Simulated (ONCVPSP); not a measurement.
# Configuration tests for aluminium (ONCV)

* Element: Al (Z = 13)
* Generator: ONCVPSP 4.0.1
* Type: optimised norm-conserving Vanderbilt (ONCV)
* Functional: PBEsol
* Relativity: scalar-relativistic
* Frozen core: [Ne]
* Valence charge: 3
* Reference configuration: 3s2 3p1
* Partial waves: 3s: rc 1.65 bohr, ncon 3, nbas 6, qcut 5.1 1/bohr, 2 projectors, debl 2.6 Ha; 3p: rc 1.85 bohr, ncon 4, nbas 8, qcut 5.2 1/bohr, 3 projectors, debl 1.8 Ha; d scattering state at 0.08 Ha: rc 1.85 bohr, ncon 4, nbas 9, qcut 4.7 1/bohr, 2 projectors, debl 0.7 Ha
* Local potential: polynomial inside 1.65 bohr (lpopt 5, dvloc0 -1 Ha)
* Core correction: none

Energies are relative to the spin-unpolarised reference configuration 3s2 3p1; without spin polarisation the order of configurations can differ from experiment.

Q: Give the all-electron excitation energy and the error of the potential for: 3s2 3p0; 3s1 3p0; 3s2 3p0.5; 3s1 3p2.

A:

| valence configuration | charge | ΔE all-electron (eV) | error AE − PS (meV) |
| --- | --- | --- | --- |
| 3s2 3p0 | +1 | 5.736 | -2.6 |
| 3s1 3p0 | +2 | 24.907 | +11 |
| 3s2 3p0.5 | +0.5 | 2.074 | -0.5 |
| 3s1 3p2 | 0 | 5.119 | +2.9 |

Note: ghosts flagged at negative energy: p at -30.6 eV; GHOST(+) flagged for s at 125.0 eV. A true bound ghost makes a file unfit for plane-wave use.
